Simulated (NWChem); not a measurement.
Molecule: ZnIF; SMILES [F][Zn][I]

All runs: NWChem. Geometry: optimised at PBE0/def2-SVP. def2 effective core potentials on I; no spin-orbit coupling. B3LYP is NWChem's, with the RPA form of VWN correlation. Vertical excitations in the gas phase; the lowest state need not have the same character in each row.

| level | lowest excitation, singlet (eV) | oscillator strength of that lowest state | orbital gap (eV) |
|---|---|---|---|
| B3LYP/def2-SVP, full TDDFT | 4.66 | 0.011 | 5.66 |
| Hartree-Fock/def2-SVP, TDHF | 6.17 | 0.025 | 11.56 |
| LRC-wPBEh/def2-SVP, full TDDFT | ? | 0.012 | ? |

Task: Complete the blanks.

Result: 
- LRC-wPBEh/def2-SVP, full TDDFT, lowest excitation, singlet (eV): 5.19
- LRC-wPBEh/def2-SVP, full TDDFT, orbital gap (eV): 9.69
